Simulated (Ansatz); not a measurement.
Species: CHO$_{2}$, SMILES `O=[C]O` (O–C–O–H torsion 0°) (charge 0, multiplicity 2), formula CHO2.

**Question.** How many basis functions does frozen-core CCSD(T)/cc-pVTZ // B3LYP-D3(BJ)/def2-TZVP (Ansatz, a first-principles code) use, how many core orbitals are frozen, and how many electrons are correlated?

**Answer.** 104 basis functions and 3 frozen orbitals, which leaves 17 correlated electrons. Core time is of the order of seconds.
